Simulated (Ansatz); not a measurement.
`CCC(C)(C)CC(C)(C)C`. Total charge 0; triplet. Geometry PBE-D4/def2-SVP, that of the neutral singlet; atoms count from 1.

```xyz
32

C     0.715    1.406    2.215
C     1.329    1.075    0.853
C     1.168   -0.382    0.346
C     2.035   -0.543   -0.921
C     1.731   -1.361    1.401
C    -0.309   -0.821    0.098
C    -1.335   -0.059   -0.799
C    -0.782    0.333   -2.181
C    -2.515   -1.033   -1.017
C    -1.897    1.200   -0.109
H    -0.366    1.171    2.258
H     1.209    0.849    3.037
H     0.824    2.486    2.444
H     0.929    1.766    0.081
H     2.421    1.291    0.894
H     1.826    0.231   -1.684
H     3.111   -0.462   -0.660
H     1.879   -1.535   -1.393
H     1.731   -2.401    1.013
H     2.778   -1.100    1.664
H     1.134   -1.358    2.335
H    -0.797   -0.939    1.091
H    -0.241   -1.857   -0.304
H    -0.338   -0.536   -2.708
H    -1.600    0.729   -2.819
H    -0.009    1.123   -2.114
H    -2.191   -1.939   -1.571
H    -2.945   -1.367   -0.049
H    -3.327   -0.551   -1.599
H    -2.337    0.954    0.880
H    -1.130    1.982    0.045
H    -2.703    1.649   -0.727
```

At PBE0-D4/def2-TZVP a singlet of charge 0 lies 7.91 eV below the triplet at the same geometry.

(1) Estimate the Mulliken populations of the heavy atoms from the PBE0/def2-TZVP orbitals of Ansatz.

(2) Where does the spin sit?

(3) And the Mayer bond orders between heavy atoms (over 0.3)?

## Answers

(1) 
```
atom  charge (e)  spin (α − β)
  C1       -0.28         -0.13
  C2       -0.05         -0.14
  C3       -0.04          0.32
  C4       -0.16         -0.19
  C5       -0.22         -0.05
  C6        0.17         -0.29
  C7       -0.13          0.39
  C8       -0.06         -0.32
  C9       -0.06         -0.16
 C10       -0.13         -0.25
```
Mulliken values depend strongly on the basis.

(2) Summed by element: C -0.81, H 2.81, of 2 unpaired in all. Largest on single atoms: C7 0.39, C3 0.32, C8 -0.32.

(3) C1–C2 1.05 (1.53 Å); C2–C3 0.92 (1.55 Å); C3–C4 0.96 (1.54 Å); C3–C5 0.82 (1.55 Å); C3–C6 0.72 (1.56 Å); C6–C7 0.68 (1.56 Å); C7–C8 0.88 (1.54 Å); C7–C9 0.77 (1.55 Å); C7–C10 0.94 (1.54 Å).
